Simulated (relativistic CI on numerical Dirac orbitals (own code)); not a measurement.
**Ir⁴⁺: 4d photoemission**

Computed with this model: Dirac-Coulomb-Breit CI, orbitals from a KLI potential per configuration, model QED, valence Slater integrals scaled by 0.8, multiplet model of photoemission in the sudden approximation; configurations [Xe] 4f14 5d5 → [Kr] 4d9 4f14 5s2 5p6 5d5; 300 K; Lorentzian 2.45 eV and Gaussian 0.6 eV FWHM. Energies are those of the free ion, without screening or charge transfer. The energies are binding energies and can lie tens of eV above those of solids. S is read from ⟨S²⟩ = S(S + 1).

Computed curve for free ion, scaled to 100 at the maximum (points under 2 are left out and the grid is thinned):

| Energy (eV) | Intensity |
| --- | --- |
| 350.0 | 2.0 |
| 350.8 | 2.4 |
| 351.8 | 3.0 |
| 352.6 | 3.7 |
| 353.6 | 5.0 |
| 354.4 | 6.6 |
| 355.2 | 9.1 |
| 356.2 | 14.8 |
| 357.0 | 24.1 |
| 357.8 | 43.1 |
| 358.8 | 86.2 |
| 359.6 | 98.0 |
| 360.6 | 58.7 |
| 361.4 | 33.4 |
| 362.2 | 20.6 |
| 363.2 | 13.4 |
| 364.0 | 11.4 |
| 365.0 | 10.5 |
| 365.8 | 8.9 |
| 366.6 | 6.8 |
| 367.6 | 5.2 |
| 368.4 | 4.8 |
| 369.2 | 4.7 |
| 370.2 | 5.3 |
| 371.0 | 6.3 |
| 372.0 | 8.9 |
| 372.8 | 13.1 |
| 373.6 | 21.6 |
| 374.6 | 44.6 |
| 375.4 | 64.3 |
| 376.4 | 49.7 |
| 377.2 | 29.1 |
| 378.0 | 18.5 |
| 379.0 | 12.4 |
| 379.8 | 9.2 |
| 380.6 | 6.6 |
| 381.6 | 4.5 |
| 382.4 | 3.4 |
| 383.4 | 2.5 |
| 384.2 | 2.0 |

The ground state has S = 2.36, and the centroid lies at 366.06 eV.
